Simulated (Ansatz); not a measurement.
C2H7NO, SMILES `COCN` (charge 0, multiplicity 1).

Computed with r2SCAN/cc-pVTZ // PBE0-D3(BJ)/def2-TZVP (Ansatz, a quantum-chemistry and plane-wave program).

Ansatz 0.2 input:
```yaml
crystal:
  periodic: [false, false, false]
  atoms:
    - { symbol: C, position_ang: [1.345879, 0.51432, 0.009043] }
    - { symbol: O, position_ang: [0.480435, -0.27662, 0.773975] }
    - { symbol: C, position_ang: [-0.580767, -0.839273, 0.026233] }
    - { symbol: N, position_ang: [-1.586685, 0.058657, -0.442792] }
    - { symbol: H, position_ang: [2.173009, 0.814008, 0.652865] }
    - { symbol: H, position_ang: [0.85874, 1.423159, -0.369248] }
    - { symbol: H, position_ang: [1.750164, -0.045155, -0.847404] }
    - { symbol: H, position_ang: [-0.169948, -1.375749, -0.840172] }
    - { symbol: H, position_ang: [-1.038821, -1.563217, 0.701897] }
    - { symbol: H, position_ang: [-1.250062, 0.686757, -1.159083] }
    - { symbol: H, position_ang: [-1.981946, 0.60311, 0.312649] }
basis:
  gaussian: { orbitals: cc-pVTZ }
hamiltonian:
  xc: r2scan
```

Output:

```
Functional definition: r2SCAN
1090 factors; their error is unknown
mean field evaluation 1: about -5714.1775 eV, gradient 6.9e1 eV
mean field evaluation 2: about -5704.8991 eV, gradient 9.3e1 eV
mean field evaluation 4: about -5723.6651 eV, gradient 5.6e0 eV
mean field evaluation 8: about -5723.7282 eV, gradient 2.3e-1 eV
mean field evaluation 16: about -5723.6977 eV, gradient 1.4e-4 eV
mean field -5723.69768792 eV, -210.3420103696 hartree, gradient 5.0e-5 eV, S^2 0.000000; 0 other end points of the search recorded, 0 dependent functions left out
reference -5723.69769869 eV, -210.3420107652 hartree; 17, 17 occupied and 201, 201 virtual orbitals, 1090 factors
Total energy: -5723.69769869 eV, -210.3420107652 hartree
```
